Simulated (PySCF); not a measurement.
ZrF3, SMILES [F][Zr]([F])[F] (connectivity only; charge and spin as stated), neutral, multiplicity 2. Atoms are numbered in the order given.

```xyz
4

Zr     0.0000     0.0000     0.0000
F      1.9143     0.0000     0.0000
F     -0.9572    -1.6579     0.0000
F     -0.9572     1.6579     0.0000
```
Charge 0, spin multiplicity 2.

Geometry optimised at PBE-D3(BJ)/def2-TZVP. The spin state was assumed, not searched. The isomer is the one that the SMILES or the coordinates give; other isomers of the formula were not compared. The def2 effective core potentials stand for the cores of Zr; spin–orbit coupling is left out.

Level of theory: PySCF with PBE-D3(BJ)/def2-TZVP.

Frequencies are harmonic and unscaled.

Modes within 1.5 cm⁻¹ of each other (mostly degenerate sets) share a row, with their intensities summed.

```json
[
 {"mode": "1", "ν (cm⁻¹)": "52", "IR (km/mol)": "8.7", "moving atoms (share of kinetic energy)": "F 62 %, Zr 38 %"},
 {"mode": "2–3", "ν (cm⁻¹)": "155", "IR (km/mol)": "16.2", "moving atoms (share of kinetic energy)": "F 87 %, Zr 13 %"},
 {"mode": "4", "ν (cm⁻¹)": "622", "IR (km/mol)": "0.0", "moving atoms (share of kinetic energy)": "F 100 %"},
 {"mode": "5–6", "ν (cm⁻¹)": "659", "IR (km/mol)": "366.0", "moving atoms (share of kinetic energy)": "F 74 %, Zr 26 %"}
]
```
